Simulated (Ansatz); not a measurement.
Reaction (formal hydrolysis of a B–O bond): `BB[O][AlH2]` + H₂O → `BBO` + `[OH][AlH2]`

Program: Ansatz. Geometries: PBE0-D4/def2-TZVP. ΔE: electronic, gas phase. CCSD(T)/CBS is the MP2 limit (def2-TZVPP, def2-QZVPP) plus CCSD(T) − MP2 in def2-TZVPP, frozen cores. This one scheme is used for every species. Each species was taken in one conformer, which may not be the lowest.

```json
{"species": "`BB[O][AlH2]`", "CCSD/def2-TZVPP energy (Eh)": "-369.71857"}
{"species": "H₂O", "CCSD/def2-TZVPP energy (Eh)": "-76.32939"}
{"species": "`BBO`", "CCSD/def2-TZVPP energy (Eh)": "-127.08681"}
{"species": "`[OH][AlH2]`", "CCSD/def2-TZVPP energy (Eh)": "-318.96211"}
```

Task: Work out ΔE.

Result: ΔE = (-127.08681) + (-318.96211) − (-369.71857) − (-76.32939) = -0.00096 Eh = -0.03 eV. CCSD(T)/CBS gives 0.00 eV.

Task: What do rigid-rotor, harmonic-oscillator terms from PBE0-D4/def2-TZVP frequencies (298.15 K, 1 bar) make of the CCSD(T)/CBS value? (Best estimate.)

Result: The calculation gave: ΔZPE = +0.06 eV, ΔH = +0.01 eV, ΔS = -3 J/(mol·K), ΔG = +0.02 eV.

Largest T1 diagnostic among the species: 0.014.

Leaving LDA and LC-ωPBE aside and taking each functional with its dispersion term where it has one, the values, not all of them listed here, spread over 0.07 eV, from PBE-D4 to BHLYP-D4. In def2-TZVPP, CCSD(T) changes the Hartree–Fock value by −0.05 eV (the triples alone add −0.01 eV) and MP2 by −0.05 eV.
